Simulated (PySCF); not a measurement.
C$_{7}$H$_{7}$FO: full NMR table

```yaml
Formula: C7H7FO
SMILES: OCc1ccc(F)cc1
InChI: InChI=1S/C7H7FO/c8-7-3-1-6(5-9)2-4-7/h1-4,9H,5H2
Point_group_of_the_computed_structure: C1
Degrees_of_unsaturation: 4
Carbon_signals: 5
Proton_signals: 4
```

Atom-mapped SMILES (the numbers label the heavy atoms): `[OH:1][CH2:2][c:3]1[cH:4][cH:5][c:6]([F:7])[cH:8][cH:9]1`. Hydrogens are named by the atom that carries them.

Theoretical values (PySCF 2.14.0 with density-fitted response routines): coordinates at the GFN2-xTB level, NMR shieldings at PBE0/pcSseg-1/GIAO. Non-relativistic Hamiltonian, one conformer, isolated molecule, fast rotation and ring inversion assumed for equivalent nuclei.

Scale: 1H and 13C against TMS; 19F vs CFCl3; 17O against H2O (reference shieldings calculated alike).

| carbon | δC, type | δH (multiplicity) | HMBC from (2–3 bonds) | span of the C tensor (ppm) |
| --- | --- | --- | --- | --- |
| C2 | 71.5, CH2 | 4.78 (s) | H(C4)/H(C9) | 39 |
| C3 | 144.1, C | – | H(C4)/H(C9), H(C5)/H(C8), H(C2) | 227 |
| C4/C9 | 136.4, CH | 7.65 (m) | H(C4)/H(C9), H(C5)/H(C8), H(C2) | 216 |
| C5/C8 | 122.0, CH | 7.40 (m) | H(C4)/H(C9), H(C5)/H(C8) | 189 |
| C6 | 172.7, C | – | H(C4)/H(C9), H(C5)/H(C8) | 157 |

Other nuclei:
```json
{"atoms": "H(O1)", "nucleus": "1H", "environment": "hydrogen on an alcohol oxygen", "δ (ppm)": "0.11", "σ (ppm)": "31.60"}
{"atoms": "F7", "nucleus": "19F", "environment": "aryl fluorine", "δ (ppm)": "-116.4", "σ (ppm)": "287.3"}
{"atoms": "O1", "nucleus": "17O", "environment": "alcohol oxygen", "δ (ppm)": "70.8", "σ (ppm)": "265.3"}
```

- Carbon types of the structure: 2 × C, 4 × CH, 1 × CH2, leaving 1 H on heteroatoms.
- δC 172.7: aromatic carbon bearing fluorine; an ipso carbon deshielded by its heteroatom.
- δC 144.1: substituted aromatic carbon.
- δC 136.4, 122.0: aromatic CH.
- δC 71.5: sp3 CH2 bonded to O, on an aromatic ring; deshielded by the electronegative neighbour.
- δH 0.11: hydrogen on an alcohol oxygen; exchangeable, gas-phase position.

Exchangeable OH/NH protons stand at their gas-phase positions; hydrogen bonding in a real sample shifts them, mostly to higher δ. Splittings by 19F in the carbon and heteronuclear signals aren't shown, as no couplings were computed. Shifts are as computed. Against solution values, carbons near 30 ppm lie about +3 ppm off and those near 130 ppm about +5 ppm. Of 1211 compounds with measured shifts, 218 miss one by over three times the rms of a fit or turn the order of signals round; such compounds aren't used in these exercises. Unscaled 19F shifts against computed CFCl3 carry errors that often reach 10 to 50 ppm. Experimental scales use liquid or dissolved standards, which lie at an offset from isolated H2O (liquid H2O: subtract about 36 ppm). Multiplicities follow the n + 1 count of equivalent neighbours, as no J values were calculated; m marks all less simple cases, F and P coupling included.
